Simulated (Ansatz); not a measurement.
`[CH3][AlH][O][SiH](F)F` + `C=N` → `C=N[SiH](F)F` + `[CH3][AlH][OH]`  (ligand exchange at the Si–O bond)

Computed with Ansatz on PBE0-D4/def2-TZVP structures; ΔE is electronic, products minus reactants. CCSD(T)/CBS adds triple-zeta CCSD(T) − MP2 to the extrapolated MP2 energy (def2 sets, frozen cores). This one scheme is used for every species. Functionals use def2-TZVPP. One conformer a species, not always the lowest.

`[CH3][AlH][O][SiH](F)F`:

```xyz
11

C     0.461    0.317   -2.273
Al   -0.666   -0.313   -0.828
O    -0.123   -0.077    0.767
Si    0.071   -0.048    2.346
F     0.401   -1.503    2.881
F    -1.269    0.403    3.062
H     0.170    1.331   -2.568
H     1.515    0.354   -1.987
H     0.365   -0.310   -3.164
H    -2.072   -1.013   -0.999
H     1.147    0.858    2.766
```

`C=N`:

```xyz
5

C    -0.128   -0.366    0.042
N     0.627    0.505   -0.469
H    -0.903   -0.164    0.791
H    -0.018   -1.406   -0.271
H     0.422    1.432   -0.092
```

`C=N[SiH](F)F`:

```xyz
8

C     0.337   -0.165    1.485
N     0.106   -0.736    0.388
Si   -0.285    0.000   -1.106
F    -0.278    1.589   -1.032
F     0.826   -0.409   -2.155
H     0.564   -0.759    2.377
H     0.330    0.925    1.626
H    -1.600   -0.446   -1.582
```

`[CH3][AlH][OH]`:

Cartesian coordinates in Å:
```
C 0.414 -1.039 0.596
Al -0.007 0.462 -0.560
O -1.158 1.584 -0.005
H 0.143 -1.988 0.120
H -0.114 -0.979 1.550
H 1.487 -1.092 0.802
H 0.654 0.704 -1.984
H -1.420 2.347 -0.518
```

| level | ΔE (kJ/mol) | difference from CCSD(T)/CBS |
| --- | --- | --- |
| PBE-D4 | 85.7 | -12.4 |
| PBE0-D4 | 91.7 | -6.4 |
| ωB97M-V | 94.4 | -3.7 |
| B2PLYP | 96.3 | -1.8 |
| SCS-MP2/def2-TZVPP | 99.2 | 1.1 |
| CCSD/def2-TZVPP | 101.8 | 3.7 |
| CCSD(T)/def2-TZVPP | 99.5 | 1.4 |
| HF/def2-QZVPP | 110.1 | 12.0 |
| HF/CBS(def2) | 110.3 | 12.2 |
| MP2/CBS(def2) | 95.0 | -3.1 |
| CCSD(T)/CBS | 98.1 | 0 |

Largest T1 diagnostic among the species: 0.013.

In def2-TZVPP, CCSD(T) changes the Hartree–Fock value by −9.0 kJ/mol (the triples alone add −2.3 kJ/mol) and MP2 by −12.2 kJ/mol. From PBE to PBE0 (25 % exact exchange), in def2-TZVPP and without D4, ΔE moves by +5.8 kJ/mol.
